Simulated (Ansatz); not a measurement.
Consider the formal exchange of groups at the Si–Si bond: `[SiH3]N[SiH2][SiH2]Cl` + `C[SiH](O)O` → `O[SiH](O)C[SiH2]Cl` + `[SiH3]N[SiH3]`.

Isolated molecules relaxed with PBE0-D4/def2-TZVP in Ansatz; ΔE leaves out vibrations. CBS: MP2 limit from def2 TZ/QZ plus the TZ coupled-cluster correction, frozen cores. This one scheme is used for every species. Each species was taken in one conformer, which may not be the lowest.

```csv
species,CCSD(T)/CBS(def2) energy (Eh)
`[SiH3]N[SiH2][SiH2]Cl`,-1386.61761
`C[SiH](O)O`,-481.21022
`O[SiH](O)C[SiH2]Cl`,-1230.73233
`[SiH3]N[SiH3]`,-637.10515
```

Q: Work out ΔE.

A: ΔE = (-1230.73233) + (-637.10515) − (-1386.61761) − (-481.21022) = -0.00965 Eh = -25.3 kJ/mol.

Largest T1 diagnostic among the species: 0.011.

From PBE to PBE0 (25 % exact exchange), in def2-TZVPP and without D4, ΔE moves by −4.6 kJ/mol.
